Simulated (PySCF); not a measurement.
H₅P, SMILES [H][P@TB7]([H])([H])([H])[H]. The structure is a stationary point at PBE0-D3(BJ)/def2-TZVPD.

TDDFT-ωB97X/def2-TZVPD (PySCF) puts the lowest singlet excitations at 5.03, 5.59, 5.59, 7.28, 7.28, 7.66 eV.

Q: What are the lowest excitation roots from PySCF with ADC(2)/aug-cc-pVDZ? (Estimate from the structure and the level; the computed values follow.)

A: 4.64, 5.74, 5.74, 6.25, 6.34, 6.34 eV. S1 differs by -0.39 eV (second minus first; roots are paired by order, and the bases may differ).
